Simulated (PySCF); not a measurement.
# Trend along the fourth-period p block: MGe cations

MP2 with double-zeta basis sets in PySCF, for the lowest determinant that a PBE0 search found; no spin–orbit coupling. De refers to high-spin ground-configuration atoms (the charge goes to the atom of lower measured ionisation energy or higher electron affinity, which is not always the lowest computed limit).

| M | basis | reference, frozen orbitals | charged atom | state (unpaired electrons) | Re (Å) | ωe (cm⁻¹) | De (eV) |
| --- | --- | --- | --- | --- | --- | --- | --- |
| Ga | pcseg-1 | UHF, 18 | Ga+ | triplet (σ ↑, π ↑) | 2.994 | 105 | 0.75 |
| Ge | pcseg-1 | UHF, 18 | Ge+ | quartet (σ ↑, π ↑↑) | 2.428 | 267 | 2.86 |
| Se | cc-pVDZ-PP | UHF, 8 | Ge+ | doublet (π ↑) | 2.299 | 333 | 3.00 |
| Br | pcseg-1 | RHF, 18 | Ge+ | singlet (closed shell) | 2.242 | 367 | 3.94 |

The shortest bond is that of GeBr⁺ (2.242 Å), the longest that of GaGe⁺ (2.994 Å). GeBr⁺ is bound most strongly (3.94 eV) and GaGe⁺ least (0.75 eV).

The rows differ in basis set, which adds steps of its own.

The state changes along the series, so neighbouring rows are not always alike in their bonding.

Correlated steps freeze the inner cores (8 to 18 orbitals); shallow outer-core shells are correlated. Correlated levels converge slowly with the basis: in double zeta they bind strong bonds too weakly, by up to about 1 eV, and carry superposition errors of some tenths. For an ion De counts to the pair picked by the measured ionisation energies or electron affinities, which need not be the lowest pair at this level. Where the molecule has an RHF reference, its open-shell atoms are computed with UHF. States were picked by a PBE0 search and need not be the measured ground states.
